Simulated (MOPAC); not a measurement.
MOPAC input (PM7):

```
PM7 1SCF CHARGE=1 GEO-OK AUX(PRECISION=9) THREADS=1
C5H13O

C    -0.37094200 1   -1.28834600 1   -0.92018300 1
C    -0.51914700 1   -0.17547400 1    0.08583600 1
C    -1.18515400 1    1.06845900 1   -0.44159300 1
C    -1.03277800 1   -0.62065000 1    1.43344800 1
O     0.98218700 1    0.31718200 1    0.46628300 1
C     1.95211300 1    0.71384200 1   -0.56919900 1
H     0.22243500 1   -2.11707300 1   -0.53214900 1
H    -1.36835600 1   -1.67564900 1   -1.13548800 1
H     0.04982900 1   -0.94255400 1   -1.86305900 1
H    -0.77018000 1    1.39117200 1   -1.39524400 1
H    -2.23608300 1    0.83096100 1   -0.61457200 1
H    -1.13892200 1    1.88375000 1    0.27855600 1
H    -2.06582200 1   -0.94848500 1    1.31175200 1
H    -1.02200500 1    0.19364400 1    2.15674100 1
H    -0.47240300 1   -1.47272700 1    1.82470200 1
H     2.20024400 1   -0.13966800 1   -1.19335600 1
H     1.48313900 1    1.50748000 1   -1.13812400 1
H     2.82083200 1    1.09163700 1   -0.03803500 1
H     1.37523800 1   -0.32692200 1    1.07814900 1
```

Output:

```
 *******************************************************************************
 **                                                                           **
 **                              MOPAC v23.2.5                                **
 **                                                                           **
 *******************************************************************************
 ** MOPAC's Digital Object Identifier: https://doi.org/10.5281/zenodo.6511958 **
 **                                                                           **
 ** Please cite the open-source release paper for use of this MOPAC version:  **
 ** J. E. Moussa and J. J. P. Stewart (2026)                                  **
 ** MOPAC: An open-source semiempirical molecular orbital program             **
 ** J. Open Source Softw., 11(119), 8025, https://doi.org/10.21105/joss.08025 **
 *******************************************************************************

                              PM7 CALCULATION RESULTS

 *******************************************************************************
 *  PM7        - The PM7 Hamiltonian to be used
 *  GEO-OK     - OVERRIDE INTERATOMIC DISTANCE AND OTHER SAFETY CHECKS
 *
 *
 *
 *                 CHARGE ON SYSTEM = +1
 *
 *
 *
 *  1SCF       - DO 1 SCF AND THEN STOP
 *  AUX        - OUTPUT AUXILIARY INFORMATION
 *******************************************************************************
PM7 1SCF CHARGE=1 GEO-OK AUX(PRECISION=9) THREADS=1
 C5H13O

   ATOM   CHEMICAL          X               Y               Z
  NUMBER   SYMBOL      (ANGSTROMS)     (ANGSTROMS)     (ANGSTROMS)

     1       C         -0.37094200  *  -1.28834600  *  -0.92018300  *
     2       C         -0.51914700  *  -0.17547400  *   0.08583600  *
     3       C         -1.18515400  *   1.06845900  *  -0.44159300  *
     4       C         -1.03277800  *  -0.62065000  *   1.43344800  *
     5       O          0.98218700  *   0.31718200  *   0.46628300  *
     6       C          1.95211300  *   0.71384200  *  -0.56919900  *
     7       H          0.22243500  *  -2.11707300  *  -0.53214900  *
     8       H         -1.36835600  *  -1.67564900  *  -1.13548800  *
     9       H          0.04982900  *  -0.94255400  *  -1.86305900  *
    10       H         -0.77018000  *   1.39117200  *  -1.39524400  *
    11       H         -2.23608300  *   0.83096100  *  -0.61457200  *
    12       H         -1.13892200  *   1.88375000  *   0.27855600  *
    13       H         -2.06582200  *  -0.94848500  *   1.31175200  *
    14       H         -1.02200500  *   0.19364400  *   2.15674100  *
    15       H         -0.47240300  *  -1.47272700  *   1.82470200  *
    16       H          2.20024400  *  -0.13966800  *  -1.19335600  *
    17       H          1.48313900  *   1.50748000  *  -1.13812400  *
    18       H          2.82083200  *   1.09163700  *  -0.03803500  *
    19       H          1.37523800  *  -0.32692200  *   1.07814900  *

          CARTESIAN COORDINATES

    NO.       ATOM           X           Y           Z

     1         C         -0.3709     -1.2883     -0.9202
     2         C         -0.5191     -0.1755      0.0858
     3         C         -1.1852      1.0685     -0.4416
     4         C         -1.0328     -0.6207      1.4334
     5         O          0.9822      0.3172      0.4663
     6         C          1.9521      0.7138     -0.5692
     7         H          0.2224     -2.1171     -0.5321
     8         H         -1.3684     -1.6756     -1.1355
     9         H          0.0498     -0.9426     -1.8631
    10         H         -0.7702      1.3912     -1.3952
    11         H         -2.2361      0.8310     -0.6146
    12         H         -1.1389      1.8838      0.2786
    13         H         -2.0658     -0.9485      1.3118
    14         H         -1.0220      0.1936      2.1567
    15         H         -0.4724     -1.4727      1.8247
    16         H          2.2002     -0.1397     -1.1934
    17         H          1.4831      1.5075     -1.1381
    18         H          2.8208      1.0916     -0.0380
    19         H          1.3752     -0.3269      1.0781

 General Reference for PM7:
 "Optimization of Parameters for Semiempirical Methods VI: More Modifications to the
 NDDO Approximations and Re-optimization of Parameters", J. J. P. Stewart, J. Mol. Mod., 1:32, 19 (2013)
 https://link.springer.com/article/10.1007/s00894-012-1667-x

           Empirical Formula: C5 H13 O  =    19 atoms

      MOLECULAR POINT GROUP   :   C1

      RHF CALCULATION, NO. OF DOUBLY OCCUPIED LEVELS = 19

 -------------------------------------------------------------------------------
 PM7 1SCF CHARGE=1 GEO-OK AUX(PRECISION=9) THREADS=1
 C5H13O

     1SCF WAS SPECIFIED, SO BFGS WAS NOT USED
     SCF FIELD WAS ACHIEVED

                              PM7 CALCULATION
                                                       MOPAC v23.2.5 Linux

          FINAL HEAT OF FORMATION =        105.80095 KCAL/MOL =     442.67117 KJ/MOL

          COSMO AREA              =        143.50 SQUARE ANGSTROMS
          COSMO VOLUME            =        140.94 CUBIC ANGSTROMS

          IONIZATION POTENTIAL    =         17.134975 EV
          HOMO LUMO ENERGIES (EV) =        -17.135 -5.533
          NO. OF FILLED LEVELS    =         19
          MOLECULAR WEIGHT        =         89.1571         POINT GROUP:  C1

          MOLECULAR DIMENSIONS (Angstroms)

            Atom       Atom       Distance
            H    18    H    13     5.46474
            H     7    H    12     4.30248
            H    15    H    10     3.40587

          SCF CALCULATIONS        =          1

   ATOM   CHEMICAL          X               Y               Z
  NUMBER   SYMBOL      (ANGSTROMS)     (ANGSTROMS)     (ANGSTROMS)

     1       C         -0.37094200  *  -1.28834600  *  -0.92018300  *
     2       C         -0.51914700  *  -0.17547400  *   0.08583600  *
     3       C         -1.18515400  *   1.06845900  *  -0.44159300  *
     4       C         -1.03277800  *  -0.62065000  *   1.43344800  *
     5       O          0.98218700  *   0.31718200  *   0.46628300  *
     6       C          1.95211300  *   0.71384200  *  -0.56919900  *
     7       H          0.22243500  *  -2.11707300  *  -0.53214900  *
     8       H         -1.36835600  *  -1.67564900  *  -1.13548800  *
     9       H          0.04982900  *  -0.94255400  *  -1.86305900  *
    10       H         -0.77018000  *   1.39117200  *  -1.39524400  *
    11       H         -2.23608300  *   0.83096100  *  -0.61457200  *
    12       H         -1.13892200  *   1.88375000  *   0.27855600  *
    13       H         -2.06582200  *  -0.94848500  *   1.31175200  *
    14       H         -1.02200500  *   0.19364400  *   2.15674100  *
    15       H         -0.47240300  *  -1.47272700  *   1.82470200  *
    16       H          2.20024400  *  -0.13966800  *  -1.19335600  *
    17       H          1.48313900  *   1.50748000  *  -1.13812400  *
    18       H          2.82083200  *   1.09163700  *  -0.03803500  *
    19       H          1.37523800  *  -0.32692200  *   1.07814900  *

                             CARTESIAN COORDINATES

   1    C       -0.370942000    -1.288346000    -0.920183000
   2    C       -0.519147000    -0.175474000     0.085836000
   3    C       -1.185154000     1.068459000    -0.441593000
   4    C       -1.032778000    -0.620650000     1.433448000
   5    O        0.982187000     0.317182000     0.466283000
   6    C        1.952113000     0.713842000    -0.569199000
   7    H        0.222435000    -2.117073000    -0.532149000
   8    H       -1.368356000    -1.675649000    -1.135488000
   9    H        0.049829000    -0.942554000    -1.863059000
  10    H       -0.770180000     1.391172000    -1.395244000
  11    H       -2.236083000     0.830961000    -0.614572000
  12    H       -1.138922000     1.883750000     0.278556000
  13    H       -2.065822000    -0.948485000     1.311752000
  14    H       -1.022005000     0.193644000     2.156741000
  15    H       -0.472403000    -1.472727000     1.824702000
  16    H        2.200244000    -0.139668000    -1.193356000
  17    H        1.483139000     1.507480000    -1.138124000
  18    H        2.820832000     1.091637000    -0.038035000
  19    H        1.375238000    -0.326922000     1.078149000

           Empirical Formula: C5 H13 O  =    19 atoms

      MOLECULAR POINT GROUP   :   C1

                  EIGENVALUES
 -36.62004 -34.29070 -30.49946 -29.39493 -28.97327 -24.80840 -23.47526 -22.21832
 -21.13721 -20.19669 -20.04087 -19.20494 -18.44529 -18.24591 -18.13783 -17.91856
 -17.60554 -17.32825 -17.13497  -5.53329  -2.59225  -1.40928  -1.34998  -1.23328
  -0.51287   0.40438   0.46993   0.82212   0.82571   0.87415   0.96024   1.00686
   1.02598   1.18373   2.02507   2.17315   2.29640

              NET ATOMIC CHARGES AND DIPOLE CONTRIBUTIONS

  ATOM NO.   TYPE          CHARGE      No. of ELECS.   s-Pop       p-Pop
    1          C          -0.528695        4.5287     1.06269     3.46600
    2          C           0.416417        3.5836     1.13656     2.44702
    3          C          -0.505674        4.5057     1.06079     3.44489
    4          C          -0.521835        4.5218     1.06321     3.45863
    5          O          -0.390030        6.3900     1.80483     4.58520
    6          C          -0.129929        4.1299     1.10614     3.02379
    7          H           0.185217        0.8148     0.81478
    8          H           0.211216        0.7888     0.78878
    9          H           0.187137        0.8129     0.81286
   10          H           0.183636        0.8164     0.81636
   11          H           0.207531        0.7925     0.79247
   12          H           0.196349        0.8037     0.80365
   13          H           0.215272        0.7847     0.78473
   14          H           0.197779        0.8022     0.80222
   15          H           0.183286        0.8167     0.81671
   16          H           0.160419        0.8396     0.83958
   17          H           0.176658        0.8233     0.82334
   18          H           0.180379        0.8196     0.81962
   19          H           0.374865        0.6251     0.62513
 DIPOLE           X         Y         Z       TOTAL
 POINT-CHG.     1.487    -0.360    -0.443     1.593
 HYBRID         0.177    -0.272     0.363     0.487
 SUM            1.664    -0.632    -0.080     1.782

          ATOMIC ORBITAL ELECTRON POPULATIONS

     Atom    s        px        py        pz
    1  C   1.06269   1.22625   1.10815   1.13159
    2  C   1.13656   0.55776   0.93510   0.95416
    3  C   1.06079   1.16676   1.08730   1.19083
    4  C   1.06321   1.19400   1.19850   1.06613
    5  O   1.80483   1.41299   1.66637   1.50584
    6  C   1.10614   0.95028   1.12709   0.94642
    7  H   0.81478
    8  H   0.78878
    9  H   0.81286
   10  H   0.81636
   11  H   0.79247
   12  H   0.80365
   13  H   0.78473
   14  H   0.80222
   15  H   0.81671
   16  H   0.83958
   17  H   0.82334
   18  H   0.81962
   19  H   0.62513

 **********************
 *                    *
 * JOB ENDED NORMALLY *
 *                    *
 **********************

 == MOPAC DONE ==
```

The dipole moment of an ion depends on the origin.

The geometry given is a B3LYP-D3(BJ)/def2-TZVP minimum.
